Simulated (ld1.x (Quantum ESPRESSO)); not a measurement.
**Reading a pseudo-wave (aluminium)**

Columns: radius, all-electron u(r) and pseudo u(r) of the 3s shell (level -7.71 eV) of aluminium in the configuration [Ne] 3s2 3p1; PBEsol, scalar-relativistic, ultrasoft scheme, ld1.x (Quantum ESPRESSO) 7.5.

| r (bohr) | all-electron | pseudo |
| --- | --- | --- |
| 0.123 | 0.0793 | 0.0525 |
| 0.245 | -0.1613 | 0.1047 |
| 0.368 | -0.2852 | 0.1573 |
| 0.490 | -0.2791 | 0.2096 |
| 0.613 | -0.1933 | 0.2620 |
| 0.735 | -0.0712 | 0.3136 |
| 0.858 | 0.0621 | 0.3648 |
| 0.980 | 0.1890 | 0.4141 |
| 1.103 | 0.3038 | 0.4617 |
| 1.225 | 0.4012 | 0.5061 |
| 1.348 | 0.4823 | 0.5472 |
| 1.470 | 0.5465 | 0.5836 |
| 1.593 | 0.5964 | 0.6149 |
| 1.715 | 0.6323 | 0.6399 |
| 1.838 | 0.6563 | 0.6585 |
| 1.960 | 0.6696 | 0.6698 |
| 2.083 | 0.6738 | 0.6738 |
| 2.205 | 0.6704 | 0.6704 |
| 2.328 | 0.6607 | 0.6607 |
| 2.450 | 0.6461 | 0.6461 |
| 2.573 | 0.6273 | 0.6273 |
| 2.695 | 0.6057 | 0.6057 |
| 2.818 | 0.5817 | 0.5817 |
| 2.940 | 0.5563 | 0.5563 |
| 3.063 | 0.5296 | 0.5296 |
| 3.185 | 0.5027 | 0.5027 |

(1) How many radial nodes do the two functions have?

(2) At about which radius was the pseudo-wave matched?

(3) Where does each function peak?

(4) Is the pseudo-wave norm-conserving?

## Answers

(1) The all-electron 3s function has n − l − 1 = 2; the pseudo-wave has 0, since the states of the same l below it are removed with the core.

(2) 2.10 bohr. The columns agree to 0.0005 from 1.96 bohr on; several derivatives are matched, so the curves merge somewhat inside the radius.

(3) Outermost all-electron maximum near 2.08 bohr, pseudo maximum near 2.08 bohr (to the table’s step).

(4) No, it belongs to an ultrasoft set: the norm inside the radius is not constrained, and the difference is carried by the augmentation charge.
